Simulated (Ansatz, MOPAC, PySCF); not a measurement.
Potential energy curve for GaAl, lowest triplet found (which spin is the ground state isn't settled by this scan).

Levels: UKS-B3LYP/6-31G* = PySCF 2.14.0 with unrestricted B3LYP/6-31G*, spherical d; PM6, unrestricted, heats of formation (MOPAC); UHF/LANL2DZ = unrestricted Hartree-Fock/LANL2DZ, with its core potentials past Ne in PySCF 2.14.0; FCI = Ansatz (an electronic-structure program) with full CI/aug-cc-pVDZ, cores with 3d frozen.

Energies relative to the lowest point of each curve between 2.63 and 3.27 Å, where full CI is lowest, in eV; the last columns give the difference from FCI:

| R / Å | UKS-B3LYP/6-31G* | PM6 | UHF/LANL2DZ | FCI | UKS-B3LYP/6-31G* − FCI | PM6 − FCI | UHF/LANL2DZ − FCI |
|---|---|---|---|---|---|---|---|
| 2.63 | 0.028 | 0.829 | 0.091 | 0.037 | -0.009 | 0.792 | 0.054 |
| 2.76 | 0.000 | 0.000 | 0.012 | 0.000 | 0.000 | 0.000 | 0.012 |
| 2.87 | 0.019 | 0.435 | 0.000 | 0.016 | 0.002 | 0.419 | -0.016 |
| 3.04 | 0.096 | 0.969 | 0.046 | 0.095 | 0.001 | 0.874 | -0.049 |
| 3.27 | 0.250 | 1.446 | 0.172 | 0.251 | -0.002 | 1.194 | -0.080 |
| 3.52 | 0.440 | 1.729 | 0.319 | 0.437 | 0.003 | 1.292 | -0.118 |
| 3.92 | 0.734 | 1.903 | 0.432 | 0.698 | 0.036 | 1.205 | -0.266 |
| 4.31 | 0.982 | 1.941 | 0.494 | 0.885 | 0.097 | 1.056 | -0.392 |
| 4.76 | 1.168 | 1.948 | 0.536 | 1.026 | 0.142 | 0.922 | -0.490 |
| 5.36 | 1.266 | 1.948 | 0.569 | 1.127 | 0.139 | 0.821 | -0.558 |
| 6.13 | 1.309 | 1.948 | 0.588 | 1.181 | 0.128 | 0.767 | -0.594 |
| 7.08 | 1.325 | 1.949 | 0.597 | 1.205 | 0.120 | 0.744 | -0.608 |
| 8.18 | 1.329 | 1.949 | 0.601 | 1.214 | 0.115 | 0.735 | -0.613 |

UKS-B3LYP/6-31G* is furthest from FCI at 4.76 (0.142 eV, above); its mean absolute difference over the points is 0.061 eV.

PM6 is furthest from FCI at 3.52 (1.292 eV, above); its mean absolute difference over the points is 0.832 eV.

UHF/LANL2DZ is furthest from FCI at 8.18 (-0.613 eV, below); its mean absolute difference over the points is 0.296 eV.

The scan ran from 1.74 to 8.18 Å; beyond the distances shown full CI changes its symmetry label.
